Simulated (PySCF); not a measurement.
A structure optimised at B3LYP-D3(BJ)/def2-SVP, used in a PySCF frequency run:

```xyz
12

Si     1.4720     0.5057    -0.0972
C      0.1232    -0.8273     0.0483
C     -1.1889    -0.2569     0.4974
C     -2.2598    -0.0598    -0.2786
H      2.7850    -0.1231    -0.4325
H      1.1127     1.4823    -1.1652
H      1.6087     1.2368     1.1972
H      0.4872    -1.5871     0.7626
H      0.0258    -1.3221    -0.9328
H     -1.2398     0.0505     1.5501
H     -2.2611    -0.3434    -1.3365
H     -3.1741     0.3911     0.1158
```
Charge 0, spin multiplicity 1.

Task: Write its SMILES and formula.

Result: C=CC[SiH3], C3H8Si

Task: What are its rotational constants (standard atomic weights)?

Result: 15.542, 2.7279, 2.6128 GHz
